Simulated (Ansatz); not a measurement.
Calculated with Ansatz (gas phase, PBE0-D4/def2-TZVP geometries, no zero-point term in ΔE). CBS: MP2 limit from def2 TZ/QZ plus the TZ coupled-cluster correction, frozen cores. DFT in def2-TZVPP. B3LYP here is the variant with VWN-RPA as its local correlation; programs differ in this. Each species was taken in one conformer, which may not be the lowest.

`SB[O][AlH][Cl]` + `CO[SiH2]F` → `F[SiH2]OBS` + `C[O][AlH][Cl]`  (redistribution)

**Question.** Is it downhill or uphill in electronic energy at CCSD(T)/CBS, and by how much? (Estimate.)

**Answer.** Computed: Uphill: ΔE = +0.11 eV.

**Question.** What do these levels give: PBE-D4, ωB97M-V, B3LYP, SCS-MP2/def2-QZVPP, HF/CBS(def2), MP2/CBS(def2)? (Best estimate.)

**Answer.** The calculation gave: PBE-D4 0.09, ωB97M-V 0.10, B3LYP 0.12, SCS-MP2/def2-QZVPP 0.12, HF/CBS(def2) 0.16, MP2/CBS(def2) 0.11 eV.

Largest T1 diagnostic among the species: 0.013.

In def2-TZVPP, CCSD(T) changes the Hartree–Fock value by −0.04 eV (the triples alone add −0.01 eV) and MP2 by −0.04 eV. The D4 term adds −0.03 eV with B3LYP and −0.02 eV with PBE0; it sums over pairs of atoms, weighted by their polarisabilities, and B3LYP, whose exchange is more repulsive, gets the larger term.
